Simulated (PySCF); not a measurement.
## Electron affinity of Ta by level of theory

Ta⁻ [Xe] 4f14 5d4 6s2 (5D) → Ta [Xe] 4f14 5d3 6s2 (4F), as a difference of total energies. Calculation: PySCF 2.14, in def2-TZVPPD with the def2 core potential (60 electrons) (6s5p3d2f1g, 59 functions); a scalar-relativistic core potential. Correlated levels: valence and next inner shell: nothing frozen outside the core potential. The calculations carry no spin-orbit coupling.

| method | electron affinity (eV) | difference from reference (eV) |
| --- | --- | --- |
| UHF | -0.895 | -1.224 |
| MP2 (valence and next inner shell) | -0.024 | -0.353 |
| SCS-MP2 (valence and next inner shell) | -0.418 | -0.747 |
| CCSD (valence and next inner shell) | -0.084 | -0.413 |
| CCSD(T) (valence and next inner shell) | 0.031 | -0.298 |

Reference: 0.329 eV (measured; photodetachment measurements, as compiled on the Wikipedia data page of electron affinities).

The reference lies between the lowest fine-structure levels, while these numbers refer to the centres of the terms.

Errors of the correlated levels include the incompleteness of this basis.

A negative affinity means that the anion lies above the atom at that level of theory.
